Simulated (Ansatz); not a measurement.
Born–Oppenheimer molecular dynamics of C₂H₈BFOSi (14 atoms, charge 0, multiplicity 1). It starts from a relaxed structure.

Method: RKS PBE0-D4/6-31G in Ansatz.

```json
{
 "ensemble": "NVE (velocity Verlet)",
 "time step": "0.5 fs",
 "steps asked": "600",
 "starting velocities drawn for": "300 K",
 "seed": "434729"
}
```

First frame:

```xyz
14
Properties=species:S:1:pos:R:3
B -2.106 0.376 -0.507
C -0.684 0.554 -1.099
Si 0.637 0.364 0.237
C 0.758 -1.364 0.963
O 2.088 0.891 -0.491
F 0.305 1.413 1.535
H -2.821 1.314 -0.306
H -2.503 -0.718 -0.208
H -0.436 -0.252 -1.807
H -0.512 1.522 -1.580
H 1.031 -2.083 0.185
H -0.206 -1.663 1.386
H 1.507 -1.413 1.758
H 2.930 1.029 -0.038
```

Question: How far do the bonds stretch over the last three quarters of this one trajectory? (Pairs bonded in most of those frames.)

Answer: 
```json
{"bond": "B1–C2", "mean (Å)": "1.559", "spread (Å)": "0.015", "shortest": "1.52", "longest": "1.59"}
{"bond": "B1–H7", "mean (Å)": "1.198", "spread (Å)": "0.009", "shortest": "1.18", "longest": "1.22"}
{"bond": "B1–H8", "mean (Å)": "1.201", "spread (Å)": "0.016", "shortest": "1.17", "longest": "1.23"}
{"bond": "C2–Si3", "mean (Å)": "1.901", "spread (Å)": "0.026", "shortest": "1.86", "longest": "1.96"}
{"bond": "C2–H9", "mean (Å)": "1.100", "spread (Å)": "0.015", "shortest": "1.07", "longest": "1.13"}
{"bond": "C2–H10", "mean (Å)": "1.098", "spread (Å)": "0.016", "shortest": "1.07", "longest": "1.13"}
{"bond": "Si3–C4", "mean (Å)": "1.880", "spread (Å)": "0.019", "shortest": "1.85", "longest": "1.92"}
{"bond": "Si3–O5", "mean (Å)": "1.710", "spread (Å)": "0.012", "shortest": "1.69", "longest": "1.74"}
{"bond": "Si3–F6", "mean (Å)": "1.707", "spread (Å)": "0.013", "shortest": "1.68", "longest": "1.74"}
{"bond": "C4–H11", "mean (Å)": "1.095", "spread (Å)": "0.013", "shortest": "1.07", "longest": "1.12"}
{"bond": "C4–H12", "mean (Å)": "1.096", "spread (Å)": "0.022", "shortest": "1.06", "longest": "1.13"}
{"bond": "C4–H13", "mean (Å)": "1.095", "spread (Å)": "0.014", "shortest": "1.06", "longest": "1.13"}
{"bond": "O5–H14", "mean (Å)": "0.968", "spread (Å)": "0.011", "shortest": "0.95", "longest": "0.99"}
```

Mean temperature of the second half: 155 K. The conserved energy stayed within 0.1 meV per atom of its start (net change 0.049 meV per atom), so the integration is sound. Over the second half the temperature averaged 0.52 of the 300 K drawn at the start: a run that starts near a minimum puts about half its kinetic energy into the potential. A run of 0.3 ps of so small a system gives no equilibrium averages. Limits of this set-up: no polarisation functions.

Time of the run: 32 min on 2 threads of Arm Neoverse N1, on a shared host, peak memory 0.15 GiB.
